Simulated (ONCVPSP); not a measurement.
# Rb: excitation energies, all-electron against ONCV

rubidium (Rb), optimised norm-conserving Vanderbilt (ONCV), made with ONCVPSP 4.0.1 (PBE, scalar-relativistic). Core [Ar] 3d10, reference 4s2 4p6 5s1. Waves: 4s+5s: rc 2.10 bohr, ncon 3, nbas 7, qcut 5.6 1/bohr, 2 projectors; 4p: rc 1.80 bohr, ncon 4, nbas 9, qcut 4.9 1/bohr, 1 projector; d scattering state at 0.07 Ha: rc 1.90 bohr, ncon 3, nbas 8, qcut 4.4 1/bohr, 2 projectors, debl 3.9 Ha. Local part: polynomial inside 1.25 bohr (lpopt 5, dvloc0 4 Ha). Core correction: Teter function, fcfact 3.75, rcfact 1.65.

Energies are relative to the spin-unpolarised reference configuration 4s2 4p6 5s1; without spin polarisation the order of configurations can differ from experiment.

```
valence configuration  charge  ΔE all-electron (eV)  error AE − PS (meV)
          4s2 4p6 5s0      +1                 4.154                 -0.4
          4s1 4p6 5s1      +1                37.735                  -73
```

(1) What are ΔE and the potential's error for 4s2 4p6 5s0.5?

(2) What are ΔE and the potential's error for 4s2 4p6 5s0 5p1?

Levels in the configuration 4s2 4p6 5s0 5p1:

| level | all-electron (eV) | pseudo (eV) |
| --- | --- | --- |
| 4s | -33.335 | -33.325 |
| 4p | -17.375 | -17.364 |
| 5p | -1.345 | -1.346 |

## Answers

(1) ΔE = 1.578 eV all-electron; the error (AE − PS) is -0.1 meV.

(2) ΔE = 1.520 eV all-electron; the error (AE − PS) is +4.0 meV.
